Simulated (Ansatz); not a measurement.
Geometry optimisation, RKS revPBE-D4/def2-SVP (Ansatz).

input.yaml

```yaml
crystal:
  periodic: [false, false, false]
  atoms:
    - { symbol: B, position_ang: [-0.012703, -0.237776, -0.138014] }
    - { symbol: H, position_ang: [-0.041917, -0.724453, 0.966603] }
    - { symbol: "N", position_ang: [1.251237, 0.003387, -0.739834] }
    - { symbol: H, position_ang: [2.127269, -0.190536, -0.262885] }
    - { symbol: H, position_ang: [1.368816, 0.390716, -1.674813] }
    - { symbol: "N", position_ang: [-1.259681, -0.062605, -0.797639] }
    - { symbol: H, position_ang: [-2.144395, -0.150206, -0.302418] }
    - { symbol: H, position_ang: [-1.358625, 0.393938, -1.705431] }
    - { symbol: Br, position_ang: [-0.255571, 2.567337, 1.494697] }
    - { symbol: H, position_ang: [-0.081429, 1.071499, 1.428936] }
basis:
  gaussian: { orbitals: def2-SVP }
hamiltonian:
  xc: revpbe
  dispersion: d4
relax:
  f_tol: 0.03
  max_steps: 50
```

Command:

```bash
$ ansatz run input.yaml --threads 2 --pin off --max-ram 3072MiB --backend cpu --events-out ev --progress --plain --runs-dir out
```

Where does it end, and by what steps?

It converged. After 8 steps the energy has fallen by 0.124 eV; Br9 moved furthest, 0.66 Å.

| step | energy less start (eV) | largest force component (eV/Å) | accepted |
| --- | --- | --- | --- |
| 0 | 0.0000 | 1.071 | yes |
| 1 | -0.0799 | 0.562 | yes |
| 2 | -0.1018 | 0.136 | yes |
| 3 | -0.1069 | 0.084 | yes |
| 4 | -0.1102 | 0.550 | yes |
| 5 | -0.1191 | 0.338 | yes |
| 6 | -0.1223 | 0.124 | yes |
| 7 | -0.1228 | 0.043 | yes |
| 8 | -0.1235 | 0.028 | yes |

```xyz
10
Properties=species:S:1:pos:R:3
B 0.006 -0.194 -0.215
H -0.006 -0.412 0.993
N 1.268 -0.098 -0.858
H 2.145 -0.187 -0.349
H 1.393 0.082 -1.854
N -1.245 -0.065 -0.873
H -2.129 -0.114 -0.372
H -1.355 0.122 -1.870
Br -0.313 2.613 2.151
H -0.171 1.315 1.517
```

Whether the end is a true minimum wasn't checked by a vibrational analysis.

Time of the run: 18 s on 2 threads of Arm Neoverse V1, on a shared host, peak memory 0.14 GiB.
